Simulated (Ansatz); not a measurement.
AlH5N2OSi, relaxed with RKS PBE0-D4/def2-TZVP in the Gaussian-basis code of Ansatz from a PBE-D4/def2-SVP geometry. The force threshold is 0.005 eV/Å; the program also tests the step.

Total charge 0; spin multiplicity 1.

Start:

```xyz
10

N     2.097   -0.844   -0.947
Al    0.618   -0.233   -0.196
N    -1.091    0.161   -0.636
Si   -1.336    0.645    1.047
O     0.268    0.263    1.464
H     2.198   -1.119   -1.924
H     2.983   -0.964   -0.452
H    -1.738    0.167   -1.423
H    -1.657    2.105    1.257
H    -2.342   -0.181    1.809
```

(1) How much energy does the relaxation release, and in how many steps? (An estimate is asked.)

(2) Which bonds change most? (Best estimate.)

(3) Give the relaxed structure. (An estimate is asked.)

Answers

(1) Ansatz gave: 7.85 kJ/mol, in 6 steps.

(2) Computed: Si4–O5 from 1.701 to 1.661 Å; Al2–O5 from 1.768 to 1.736 Å; N3–Si4 from 1.768 to 1.738 Å.

(3) Ansatz gave: 
```xyz
10

N     2.073   -0.834   -0.934
Al    0.609   -0.225   -0.189
N    -1.077    0.164   -0.624
Si   -1.315    0.635    1.032
O     0.255    0.272    1.436
H     2.167   -1.096   -1.900
H     2.942   -0.970   -0.445
H    -1.712    0.164   -1.400
H    -1.641    2.072    1.239
H    -2.303   -0.184    1.786
```
